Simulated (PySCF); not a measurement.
Compound: C7H10O (charge +1 and doublet state).
Z-matrix (Å and degrees, GFN2-xTB geometry), rows numbered from 1:
```
C 
C   1  1.3388
C   2  1.4896  1  124.33
C   3  1.5265  2  113.09  1   162.14
C   3  1.4960  2  114.60  1    33.97
C   5  1.3320  3  127.39  2  -119.72
C   6  1.4596  5  122.99  3     2.61
O   7  1.1825  6  129.67  5   178.43
H   1  1.0773  2  121.10  3  -177.49
H   1  1.0789  2  122.57  3     1.90
H   2  1.0819  1  120.13  3  -178.90
H   3  1.1215  2  104.89  1   -81.95
H   4  1.0871  3  111.19  2   179.11
H   4  1.0880  3  110.45  2    58.10
H   4  1.0893  3  110.28  2   -60.68
H   5  1.0852  3  114.02  2    62.64
H   6  1.0828  5  122.27  3  -176.88
H   7  1.1355  6  109.51  5    -1.90
```

The hyperfine couplings belong to this conformer and change with its torsions.

As a line formula: `[CH2+][CH][C@H](C)/C=C\C=O` [radical] (charge +1).

Level of theory: UKS B3LYP, pcH-1 on C H O, non-relativistic, mean-field spin-orbit, GIAO in PySCF 2.14.0. Isolated species at its GFN2-xTB geometry (one conformer only). The geometry wasn't refined by DFT: couplings that depend on bond lengths, twists or pyramidal angles can differ widely from those at the functional's own minimum, by a factor of two or more for some ions and for spin on atoms past the first row. Stability of the SCF solution: not tested.

Predict the first-order ENDOR lines of H12, H16, H17, H9, H10, H13/H14/H15 and H11 under fast tumbling at B = 348.4 mT (X band).

For S = 1/2 in fast tumbling each set of equivalent nuclei gives two lines, ν± = |νn ± a/2| to first order, with νn = g_N μN B/h and μN/h = 7.62259 MHz/T.

```
     nuclei  isotope     g_N  νn (MHz)  a_iso (MHz)  lower line (MHz)  upper line (MHz)
        H12       1H  5.5857     14.83       154.15             62.24             91.91
        H16       1H  5.5857     14.83        46.21              8.27             37.94
        H17       1H  5.5857     14.83        23.26              3.20             26.46
         H9       1H  5.5857     14.83       -15.22              7.22             22.45
        H10       1H  5.5857     14.83       -14.94              7.36             22.30
H13/H14/H15       1H  5.5857     14.83         6.75             11.46             18.21
        H11       1H  5.5857     14.83        -4.82             12.43             17.24
```

Which pairs are centred on the nuclear Larmor frequency, and which on half the coupling?

Centred on νn, since |a| < 2νn: H17, H9, H10, H13/H14/H15 and H11. Centred on |a|/2 and split by 2νn: H12 and H16.

At what field would the lower line of H17 fall to zero frequency?

Where νn = |a|/2, that is B = 11.63 MHz/(5.5857 × 7.62259 MHz/T) = 273 mT, as far as first order holds there.

Couplings of abundant isotopes left out: H18 (251.7 MHz).

Class means assume fast exchange of nuclei equivalent by connectivity; if that motion is slow, each nucleus keeps its own coupling. H9 and H10 aren't averaged: C1 is flat or nearly so (angle sum 360°), and its turn about the short C1–C2 bond (1.34 Å) is taken as slow. The three 1H nuclei of mean +6.8 MHz run from -1.2 to 19.4 MHz in the frozen geometry.

The SMILES draws the unpaired electron on C2; the largest computed Mulliken spin population is on O8 (0.42 against 0.10).
